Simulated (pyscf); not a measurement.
•H₂C–CH₂–CH₂–Br, doublet

Gas-phase minimum from PySCF at ωB97X-D3(BJ)/def2-SVP, one conformer. Other isomers of •H₂C–CH₂–CH₂–Br were not searched in full and may lie lower. 

SMILES: [CH2]CCBr
```xyz
10

C      0.4975     0.6479     0.4375
C     -0.3282    -0.1323    -0.5322
C     -1.8193    -0.0531    -0.1841
Br    -2.8987    -1.0571    -1.4483
H      0.9105     0.1765     1.3340
H      0.5981     1.7329     0.3376
H     -0.0279    -1.1926    -0.5402
H     -0.1937     0.2510    -1.5578
H     -2.1870     0.9812    -0.2128
H     -2.0265    -0.4752     0.8080
```
Charge 0, spin multiplicity 2.

Bonded distances (Å): C1–C2 1.494, C1–H5 1.094, C1–H6 1.094, C2–C3 1.533, C2–H7 1.102, C2–H8 1.103, C3–Br4 1.942, C3–H9 1.098, C3–H10 1.098. Angles (°): C2–C1–H5 121.0, C2–C1–H6 120.6, H5–C1–H6 117.9, C1–C2–C3 111.3, C1–C2–H7 110.9, C1–C2–H8 110.8, C3–C2–H7 108.4, C3–C2–H8 108.2, H7–C2–H8 107.1, C2–C3–Br4 111.5, C2–C3–H9 111.6, C2–C3–H10 111.6, Br4–C3–H9 106.5, Br4–C3–H10 106.5 (the first ones only).

Properties at ωB97X-D3(BJ)/def2-SVP:

Harmonic wavenumbers, unscaled: 57, 125, 220, 311, 510, 695, 747, 841, 1032, 1056, 1098, 1223, 1237, 1309, 1342, 1452, 1470, 1482, 3078, 3130, 3140, 3170, 3206, 3287 cm⁻¹
Zero-point energy: 50.3 kcal/mol
Rotational symmetry number: 1
Entropy of this conformer at 298 K and 1 atm, rigid rotor and harmonic oscillator, modes under 100 cm⁻¹ raised to 100: 331.0 J/(mol K)
Dipole moment: 1.87 D
Spin expectation value S2: 0.754

Single-point totals, which compare only within one level:

| level | total energy (hartree) |
|---|---|
| ωB97X-D3(BJ)/def2-TZVP | -2692.04921 |
| PBE/def2-TZVP | -2691.51095 |
| r²SCAN/def2-TZVP | -2691.97942 |
| B3LYP-D3(BJ)/def2-TZVP | -2692.11427 |
| PBE0-D3(BJ)/def2-TZVP | -2691.62888 |
| M06-2X/def2-TZVP | -2692.03989 |
| ωB97M-D3(BJ)/def2-TZVP | -2692.09893 |

Soft torsions are taken as harmonic, which can shift the entropy by several J/(mol K). Elements up to Kr have no core potential and no relativistic terms here.
